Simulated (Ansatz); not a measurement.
`[NH2][AlH][AlH][GeH3]` at its PBE0-D4/def2-TZVP geometry, where that method's forces vanish. Charge 0, multiplicity 1.

```json
{"atom": "N1", "x (Å)": "-0.088", "y (Å)": "1.810", "z (Å)": "1.611"}
{"atom": "Al2", "x (Å)": "1.305", "y (Å)": "0.722", "z (Å)": "1.474"}
{"atom": "Al3", "x (Å)": "1.028", "y (Å)": "-1.092", "z (Å)": "-0.354"}
{"atom": "Ge4", "x (Å)": "-1.065", "y (Å)": "-1.129", "z (Å)": "-1.703"}
{"atom": "H5", "x (Å)": "-0.918", "y (Å)": "1.746", "z (Å)": "1.042"}
{"atom": "H6", "x (Å)": "-0.172", "y (Å)": "2.577", "z (Å)": "2.261"}
{"atom": "H7", "x (Å)": "2.508", "y (Å)": "1.008", "z (Å)": "2.476"}
{"atom": "H8", "x (Å)": "2.095", "y (Å)": "-2.222", "z (Å)": "-0.716"}
{"atom": "H9", "x (Å)": "-2.074", "y (Å)": "-0.034", "z (Å)": "-1.289"}
{"atom": "H10", "x (Å)": "-0.798", "y (Å)": "-0.914", "z (Å)": "-3.210"}
{"atom": "H11", "x (Å)": "-1.822", "y (Å)": "-2.471", "z (Å)": "-1.592"}
```

For each bond, give half the difference of the two atoms' forces along it (eV/Å; positive pushes the atoms apart) under PBE-D4, r2SCAN-D4, B3LYP-D4, ωB97M-V in def2-TZVPP. (Estimate.)

Computed: 
| bond | length (Å) | PBE-D4 | r2SCAN-D4 | B3LYP-D4 | ωB97M-V |
| --- | --- | --- | --- | --- | --- |
| N1–Al2 | 1.773 | 0.10 | 0.02 | 0.08 | 0.05 |
| N1–H5 | 1.008 | 0.21 | 0.03 | 0.00 | -0.01 |
| N1–H6 | 1.008 | 0.21 | 0.02 | 0.00 | -0.01 |
| Al2–Al3 | 2.591 | -0.13 | 0.02 | 0.01 | -0.02 |
| Al2–H7 | 1.592 | 0.02 | -0.04 | -0.11 | -0.11 |
| Al3–Ge4 | 2.490 | -0.09 | -0.04 | 0.04 | 0.03 |
| Al3–H8 | 1.595 | 0.10 | -0.02 | -0.09 | -0.10 |
| Ge4–H9 | 1.545 | 0.10 | -0.03 | 0.01 | -0.05 |
| Ge4–H10 | 1.545 | 0.11 | -0.02 | 0.01 | -0.06 |
| Ge4–H11 | 1.545 | 0.11 | -0.03 | 0.01 | -0.06 |

B3LYP here is the variant with VWN-RPA as its local correlation; programs differ in this.
